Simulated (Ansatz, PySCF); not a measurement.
Series SiXY, Y = methyl, computed as singlets and as triplets. Isolated molecules, 0 K electronic values unless said otherwise. One relaxed conformer stands for each flexible species; it need not be the lowest. Strings in code marks are SMILES.

Quantity: adiabatic spin-state energy, in kcal/mol. HF references are unrestricted for open shells and restricted for singlets. The restricted reference of `C[Si]C`, `C[Si]Cl` and `C[SiH]` is unstable towards unrestricted orbitals.

Level 1: frozen-core CCSDT(Q)/6-31g // B3LYP-D3(BJ)/def2-TZVP (Ansatz, an electronic-structure program)
Level 2: LDA/cc-pVTZ // B3LYP-D3(BJ)/def2-TZVP (Ansatz)
Level 3: PBE0/cc-pVTZ // B3LYP-D3(BJ)/def2-TZVP (Ansatz)
Level 4: B3LYP/6-31G* // B3LYP-D3(BJ)/def2-TZVP (PySCF)

| species | level 2 | level 3 | level 4 |
|---|---|---|---|
| `C[Si]F`: multiplicity 3 minus multiplicity 1 | 44.0 | 37.9 | 43.1 |
| `C[Si]S`: multiplicity 3 minus multiplicity 1 | 35.9 | 30.0 | 33.9 |
| `C[Si]Cl`: multiplicity 3 minus multiplicity 1 | 38.4 | 32.5 | 36.5 |
| `C[SiH]`: multiplicity 3 minus multiplicity 1 | 22.7 | 17.8 | 22.3 |
| `C[Si]C`: multiplicity 3 minus multiplicity 1 | 27.0 | 21.0 | 24.9 |

What does level 1 give for each?


- `C[Si]F`: multiplicity 3 minus multiplicity 1: 39.6
- `C[Si]S`: multiplicity 3 minus multiplicity 1: 29.4
- `C[Si]Cl`: multiplicity 3 minus multiplicity 1: 31.9
- `C[SiH]`: multiplicity 3 minus multiplicity 1: 14.6
- `C[Si]C`: multiplicity 3 minus multiplicity 1: 19.0
